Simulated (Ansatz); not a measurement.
Relaxation of CH₅ClSn (8 atoms, charge 0, multiplicity 1), to a largest force component of 0.03 eV/Å in at most 50 steps.

Computed with Ansatz, RKS BHLYP-D4/def2-SVP.

```xyz
8
Properties=species:S:1:pos:R:3:forces:R:3
Sn 0.174 0.004 -0.082 0.98 -0.01 0.57
Cl 0.944 -0.166 2.169 -0.72 -0.07 0.65
H 1.876 0.028 -0.269 -0.28 0.10 -1.22
H -0.669 1.465 -0.310 0.02 -0.02 0.00
C -0.930 -1.734 -0.654 -0.02 -0.06 -0.04
H -1.431 -2.142 0.227 0.04 0.03 -0.03
H -1.679 -1.477 -1.407 0.02 0.00 0.02
H -0.248 -2.484 -1.061 -0.04 0.03 0.05
```

Question: Where does it end, and by what steps?

Answer: The forces met the threshold. The force dipped under the threshold on the way, but the program's further checks kept it going. After 14 steps the energy has fallen by 0.493 eV; H3 moved furthest, 0.61 Å.

```csv
step,energy less start (eV),largest force component (eV/Å),accepted
0,0.0000,1.222,yes
1,-0.3355,0.559,yes
2,-0.4668,0.296,yes
3,-0.4813,0.147,yes
4,-0.4846,0.066,yes
5,-0.4857,0.024,yes
6,-0.4863,0.022,yes
7,-0.4870,0.031,yes
8,-0.4874,0.123,yes
9,-0.4887,0.063,yes
10,-0.4904,0.007,yes
11,-0.4745,0.569,no
12,-0.4914,0.094,yes
13,-0.4919,0.081,yes
14,-0.4931,0.004,yes
```

```xyz
8
Properties=species:S:1:pos:R:3
Sn 0.251 -0.002 -0.013
Cl 0.815 -0.349 2.257
H 1.731 0.152 -0.843
H -0.651 1.443 -0.052
C -0.881 -1.716 -0.610
H -1.664 -1.903 0.126
H -1.337 -1.545 -1.587
H -0.226 -2.587 -0.665
```

Whether the end is a true minimum wasn't checked by a vibrational analysis.

Run time: 59 s on 1 thread of Arm Neoverse V1, on a shared host, peak memory 0.17 GiB.
